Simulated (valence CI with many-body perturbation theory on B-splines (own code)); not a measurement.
Level structure of Nd XXX

Calculated by valence CI with perturbative core correlation (CI+MBPT): three valence electrons over a frozen Dirac-Fock core [Ar] 3d10, a basis of 11 s, 11 p, 9 d, 7 f, 5 g, 2 h, 1 i functions for each j, with the one-electron correlation potential Σ1, the two-electron term Σ2, the three-electron term Σ3, Breit, model QED; selected CI, second order for the rest (own B-spline code, finite nucleus).

The last digits are not significant, and no measured levels were compared; by estimate large intervals hold to a few tenths of a per cent, small ones and those within an open d or f shell to about a per cent.

Levels 1 to 45 of 72, with energies above the lowest level, (4s^2 4p1/2) J=1/2. "Leading %" is the weight of the configuration and term that name the level; weights of strongly mixed levels are sums over their largest components and can fall short. In the jj column 3d3/2^4 stands for four electrons in 3d with j = 3/2.

```csv
No.,Configuration,Term,J,E (cm⁻¹),Leading %,Leading jj,g
1,4s2.4p,2P°,1/2,0,99,4s^2 4p1/2 (99 %),0.662
2,4s2.4p,2P°,3/2,253480,99,4s^2 4p3/2 (99 %),1.331
3,4s.4p2,4P,1/2,507370,71,4s 4p1/2^2 (92 %),2.370
4,4s.4p2,4P,3/2,696120,94,4s 4p1/2 4p3/2 (98 %),1.686
5,4s.4p2,4P,5/2,741140,52,4s 4p1/2 4p3/2 (95 %),1.404
6,4s.4p2,2D,3/2,810110,73,4s 4p1/2 4p3/2 (92 %),0.927
7,4s.4p2,2P,1/2,837070,71,4s 4p1/2 4p3/2 (89 %),1.167
8,4s.4p2,4P,5/2,975370,48,4s 4p3/2^2 (92 %),1.389
9,4s.4p2,2P,3/2,1090200,67,4s 4p3/2^2 (73 %),1.193
10,4s.4p2,2S,1/2,1091000,69,4s 4p3/2^2 (95 %),1.793
11,4s2.4d,2D,3/2,1173300,77,4s^2 4d3/2 (77 %),0.852
12,4s2.4d,2D,5/2,1214400,92,4s^2 4d5/2 (92 %),1.201
13,4p3,2P°,3/2,1335200,41,4p1/2^2 4p3/2 (93 %),1.340
14,4p3,4S°,3/2,1536100,39,4p1/2 4p3/2^2 (61 %),1.186
15,4p3,2D°,5/2,1541700,65,4p1/2 4p3/2^2 (65 %),1.169
16,4s.4p.4d,4F°,3/2,1559800,64,4s 4p1/2 4d3/2 (65 %),0.734
17,4s.4p.4d,4F°,5/2,1597000,67,4s 4p1/2 4d3/2 (52 %),1.070
18,4p3,2P°,1/2,1624900,93,4p1/2 4p3/2^2 (93 %),0.662
19,4s.4p.4d,4D°,3/2,1658300,49,4s 4p1/2 4d3/2 (67 %),1.343
20,4s.4p.4d,4D°,1/2,1659100,71,4s 4p1/2 4d3/2 (92 %),0.353
21,4s.4p.4d,4P°,5/2,1660100,51,4s 4p1/2 4d5/2 (90 %),1.437
22,4s.4p.4d,4F°,7/2,1663400,66,4s 4p1/2 4d5/2 (86 %),1.257
23,4s.4p.4d,2F°,5/2,1735400,73,4s 4p1/2 4d5/2 (71 %),0.954
24,4s.4p.4d,2D°,3/2,1762500,46,4s 4p1/2 4d5/2 (53 %),0.997
25,4p3,2P°,3/2,1817200,38,4p3/2^3 (70 %),1.297
26,4s.4p.4d,4F°,9/2,1845200,100,4s 4p3/2 4d5/2 (100 %),1.331
27,4s.4p.4d,4D°,5/2,1855300,57,4s 4p3/2 4d3/2 (91 %),1.283
28,4s.4p.4d,4P°,1/2,1855600,88,4s 4p3/2 4d3/2 (98 %),2.361
29,4s.4p.4d,4P°,3/2,1862200,52,4s 4p3/2 4d3/2 (82 %),1.461
30,4s.4p.4d,4D°,7/2,1863200,58,4s 4p3/2 4d3/2 (57 %),1.336
31,4s.4p.4d,2D°,5/2,1914900,48,4s 4p3/2 4d5/2 (97 %),1.328
32,4s.4p.4d,2D°,3/2,1923000,64,4s 4p3/2 4d3/2 (48 %),0.985
33,4s.4p.4d,2F°,5/2,1962800,70,4s 4p3/2 4d3/2 (77 %),0.904
34,4s.4p.4d,2F°,7/2,1967000,96,4s 4p3/2 4d5/2 (74 %),1.147
35,4s.4p.4d,2F°,7/2,1979100,62,4s 4p3/2 4d5/2 (73 %),1.201
36,4s.4p.4d,2P°,1/2,1993300,80,4s 4p3/2 4d3/2 (77 %),0.605
37,4s.4p.4d,2P°,1/2,2031000,92,4s 4p3/2 4d5/2 (78 %),0.672
38,4s.4p.4d,2P°,3/2,2052600,85,4s 4p3/2 4d5/2 (92 %),1.313
39,4s.4p.4d,2D°,3/2,2057200,43,4s 4p3/2 4d3/2 (41 %),1.056
40,4s.4p.4d,2D°,5/2,2060500,76,4s 4p3/2 4d5/2 (81 %),1.147
41,4p2.4d,4F,3/2,2168100,44,4p1/2^2 4d3/2 (96 %),0.736
42,4s2.4f,2F°,5/2,2183600,80,4s^2 4f5/2 (80 %),0.859
43,4s2.4f,2F°,7/2,2187500,84,4s^2 4f7/2 (84 %),1.143
44,4p2.4d,4F,5/2,2243000,27,4p1/2^2 4d5/2 (88 %),1.179
45,4p2.4d,2F,5/2,2362500,55,4p1/2 4p3/2 4d3/2 (91 %),0.932
```

Where two levels of one J and parity lie close, their mixing, g and order are uncertain.

The ionisation energy to 4s2 1S_0 of the next ion comes out as 1093.4 eV (NIST: 1092 ± 4 eV (theoretical)). All 72 levels together are meant to be complete up to 2708900 cm⁻¹.
